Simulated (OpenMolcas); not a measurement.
# How basis sets differ on SiHCl2F (SMILES F[SiH](Cl)Cl)

SiHCl2F: 5 atoms, total charge 0, spin state singlet. As SMILES, `F[SiH](Cl)Cl`. Geometry: relaxed at PBE0-D4/def2-TZVP.

Each level gives the HOMO–LUMO gap (eV). The values are calculated.

```tsv
level	kind	program	value (eV)	CPU time
HF/ANO-R0 (sfX2C)	Hartree–Fock	OpenMolcas	15.68	1.9 s
HF/ANO-XS-MB (DKH2)	Hartree–Fock	OpenMolcas	16.44	2.5 s
HF/STO-3G	Hartree–Fock	OpenMolcas	18.87	5.4 s
HF/3-21G	Hartree–Fock	OpenMolcas	16.77	6.4 s
HF/ANO-R1 (sfX2C, RICD fitting)	Hartree–Fock	OpenMolcas	16.55	4.6 s
HF/def2-SVPD	Hartree–Fock	OpenMolcas	15.30	23 s
```

The values span 15.30 to 18.87 eV. A Hartree–Fock LUMO above zero doesn't converge with the basis: it sinks as sets grow more diffuse. Orbital gaps aren't excitation energies. CPU times are rough (shared hosts, several kinds of processor and program).
